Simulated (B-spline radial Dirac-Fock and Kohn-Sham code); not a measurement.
**Photoemission from In at 12800 eV, detector at θ = 54.7°, φ = 0°**

System: neutral indium, [Kr] 4d10 5s2 5p1. The computed values come from a radial atomic solver: Dirac-Hartree-Slater photoionisation with a Latter tail; cross sections with all multipoles, angular parameters from the dipole term and its interference with E2. Thresholds are tabulated edges, those marked * orbital energies of the model. For linearly polarised light dσ/dΩ = σ/(4π) [1 + β P₂(cos θ) + (δ + γ cos²θ) sin θ cos φ], with θ from the polarisation vector and φ the angle between the beam and the projection of the electron momentum on the plane normal to the polarisation. The dipole factor is 1 + βP₂ and the non-dipole term is the rest of the bracket. Open shells are filled statistically over j.

| subshell | threshold (eV) | σ (kb) | β | γ | δ | dipole factor | non-dipole term | dσ/dΩ (kb/sr) |
| --- | --- | --- | --- | --- | --- | --- | --- | --- |
| 2s | 4238.0 | 3.78 | 1.99 | 0.50 | 0.000 | 1.002 | +0.136 | 0.342 |
| 2p1/2 | 3938.0 | 2.43 | 1.27 | 1.57 | 0.114 | 1.001 | +0.522 | 0.294 |
| 2p3/2 | 3730.0 | 4.05 | 1.31 | 1.67 | 0.111 | 1.001 | +0.545 | 0.498 |
| 3s | 827.2 | 0.729 | 1.99 | 0.80 | 0.000 | 1.002 | +0.218 | 0.0708 |
| 3p1/2 | 703.2 | 0.402 | 1.19 | 1.64 | 0.110 | 1.001 | +0.538 | 0.0492 |
| 3p3/2 | 665.3 | 0.676 | 1.23 | 1.71 | 0.108 | 1.001 | +0.555 | 0.0837 |
| 3d3/2 | 451.4 | 0.0759 | 0.62 | 1.66 | 0.411 | 1.001 | +0.787 | 0.0108 |
| 3d5/2 | 443.9 | 0.103 | 0.59 | 1.63 | 0.428 | 1.001 | +0.793 | 0.0147 |
| 4s | 122.9 | 0.146 | 1.99 | 0.86 | 0.000 | 1.002 | +0.235 | 0.0143 |
| 4p1/2 | 73.50 | 0.0706 | 1.18 | 1.65 | 0.111 | 1.001 | +0.540 | 0.00866 |
| 4p3/2 | 73.50 | 0.118 | 1.21 | 1.72 | 0.108 | 1.001 | +0.556 | 0.0146 |
| 4d3/2 | 24.66* | 0.00996 | 0.61 | 1.64 | 0.410 | 1.001 | +0.781 | 0.00141 |
| 4d5/2 | 23.71* | 0.0134 | 0.58 | 1.61 | 0.427 | 1.001 | +0.788 | 0.00191 |
| 5s | 10.32* | 0.0139 | 1.99 | 0.87 | 0.000 | 1.002 | +0.237 | 0.00137 |
| 5p1/2 | 4.63* | 0.000534 | 1.18 | 1.65 | 0.110 | 1.001 | +0.540 | 6.55e-05 |
| 5p3/2 | 4.33* | 0.000810 | 1.21 | 1.72 | 0.108 | 1.001 | +0.556 | 0.000100 |
